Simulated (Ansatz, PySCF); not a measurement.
This singlet lies 0.17 eV above the relaxed triplet at the level frozen-core CCSD(T)/cc-pVTZ // B3LYP-D3(BJ)/def2-TZVP (Ansatz, an electronic-structure program); other levels give the other order.

B3LYP has the VWN-RPA correlation part, as in Gaussian. 

```xyz
9

C      1.1605     0.2629     0.0459
N      0.1189    -0.6153     0.1660
C     -1.1746    -0.1894     0.0405
H      0.9530     1.3139    -0.1521
H      1.8678    -0.2141    -0.6743
H      1.8072     0.0777     0.9371
H     -1.6490    -0.8951    -0.6832
H     -1.3737     0.8633    -0.1573
H     -1.7100    -0.6040     0.9283
```

Charge 1, multiplicity 1.

Give the Mulliken and meta-Löwdin atomic charges from B3LYP-D3(BJ)/def2-TZVP (PySCF).


| atom | Mulliken (e) | meta-Löwdin (e) |
|---|---|---|
| C1 | -0.25 | -0.22 |
| N2 | 0.06 | 0.12 |
| C3 | -0.25 | -0.22 |
| H4 | 0.18 | 0.15 |
| H5 | 0.27 | 0.25 |
| H6 | 0.27 | 0.25 |
| H7 | 0.27 | 0.25 |
| H8 | 0.18 | 0.15 |
| H9 | 0.27 | 0.25 |
